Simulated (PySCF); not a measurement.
# Electron affinity of Bi by level of theory

Bi⁻ [Xe] 4f14 5d10 6s2 6p4 (3P) → Bi [Xe] 4f14 5d10 6s2 6p3 (4S), as a difference of total energies. All numbers are calculated (PySCF 2.14, scalar relativity by spin-free X2C-1e, in x2c-TZVPPall with one added diffuse shell each of s, p, d, f type (12s8p7d4f, 99 functions)). Correlated levels: valence and next inner shell: [Kr] 4d10 4f14 frozen. The calculations carry no spin-orbit coupling.

```tsv
method	electron affinity (eV)
UHF	-0.177
MP2 (valence and next inner shell)	0.563
SCS-MP2 (valence and next inner shell)	0.576
CCSD (valence and next inner shell)	0.605
CCSD(T) (valence and next inner shell)	0.682
```

Spin-orbit coupling is strong in these open shells (close to jj coupling). The scalar numbers leave it out and a first-order estimate fails, so it can dominate the gap to the real levels.

Errors of the correlated levels include the incompleteness of this basis and the frozen core.

A negative affinity means that the anion lies above the atom at that level of theory.

For comparison: 0.942 eV (measured; photodetachment measurements, as compiled on the Wikipedia data page of electron affinities).
